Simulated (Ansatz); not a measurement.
`CC(C)S[SiH3]` + `[NH2][GaH][NH2]` → `[CH3][Ga]([NH2])[NH2]` + `CCS[SiH3]`  (formal exchange of groups at a C–C bond)

Computed with Ansatz on PBE0-D4/def2-TZVP structures; ΔE is electronic, products minus reactants. CCSD(T)/CBS adds triple-zeta CCSD(T) − MP2 to the extrapolated MP2 energy (def2 sets, frozen cores). This one scheme is used for every species. Functionals use def2-TZVPP. B3LYP here is the variant with VWN-RPA as its local correlation; programs differ in this. For Ga outer-core shells are correlated without core-valence functions, which leaves a few kJ/mol of doubt a bond. Scalar relativity is left out up to krypton. Each species was taken in one conformer, which may not be the lowest.

| level | ΔE (kJ/mol) |
| --- | --- |
| PBE-D4 | -25.0 |
| B3LYP-D4 | -25.6 |
| MP2/def2-QZVPP | -27.5 |
| HF/CBS(def2) | -27.5 |

What does CCSD(T)/CBS give? (Best estimate.)

Ansatz gave: -28.0 kJ/mol. The listed levels differ from it by 3.0, 2.4, 0.5, 0.5 kJ/mol.

Largest T1 diagnostic among the species: 0.013.

The D4 term adds +6.1 kJ/mol with B3LYP and +3.3 kJ/mol with PBE0; it sums over pairs of atoms, weighted by their polarisabilities, and B3LYP, whose exchange is more repulsive, gets the larger term.
